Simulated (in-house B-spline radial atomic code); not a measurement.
## Fe VII (Fe6+): [Ar] 3d2

All numbers are computed (non-relativistic CAM-B3LYP, spin-polarised, spherical fractional occupations, exact exchange averaged over the configuration; point nucleus) with a radial B-spline atomic code at the basis-set limit, not measured.

Screening seen three ways: the hydrogenic charge with the same mean radius, Z_r = [3n² - l(l+1)]/(2<r>), the one with the same energy, Z_e = n√(-2ε), and Slater's rules. Values are occupation-weighted means over spin.

| shell | electrons | ε (eV) | <r> (bohr) | Z_r | Z_e | Slater |
| --- | --- | --- | --- | --- | --- | --- |
| 1s | 2 | -7087.3 | 0.05915 | 25.36 | 22.82 | 25.70 |
| 2s | 2 | -939.5 | 0.2696 | 22.25 | 16.62 | 21.85 |
| 2p | 6 | -826.64 | 0.2365 | 21.15 | 15.59 | 21.85 |
| 3s | 2 | -205.33 | 0.7798 | 17.31 | 11.65 | 14.75 |
| 3p | 6 | -170.55 | 0.7979 | 15.67 | 10.62 | 14.75 |
| 3d | 2 | -117.2 | 0.8164 | 12.86 | 8.80 | 7.65 |

The least bound orbital is 3d up at -117.2 eV, and it is also the most diffuse (<r> = 0.8164 bohr).
